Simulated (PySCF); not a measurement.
Computed shifts of a molecule CHF2NOSi, PBE0/pcSseg-1 in PySCF, GIAO, gas phase, atoms alike by connectivity averaged where their shifts nearly agree, in ppm (number of nuclei): ²⁹Si: -71.8 (1). ¹⁹F: -144.9 (2). ¹⁵N: 52.5 (1). ¹³C: 126.0 (1). ¹H: 4.79 (1). References: ²⁹Si against TMS (σ = 352.7 ppm); ¹⁹F against CFCl3 (σ = 167.2 ppm); ¹⁵N against NH3 (σ = 267.4 ppm); ¹³C against TMS (σ = 186.3 ppm); ¹⁷O against H2O (σ = 334.2 ppm); ¹H against TMS (σ = 31.56 ppm), references at their B3LYP-D3(BJ)/def2-TZVP geometries, non-relativistic. Geometry optimised at B3LYP-D3(BJ)/def2-SVP. One conformer was computed; it need not be the lowest.

Q: Identify the compound among the candidates.
(A) N#CO[SiH](F)F
(B) F[Si]1(F)N=CO1
(C) O=C=N[SiH](F)F

A: C, O=C=N[SiH](F)F
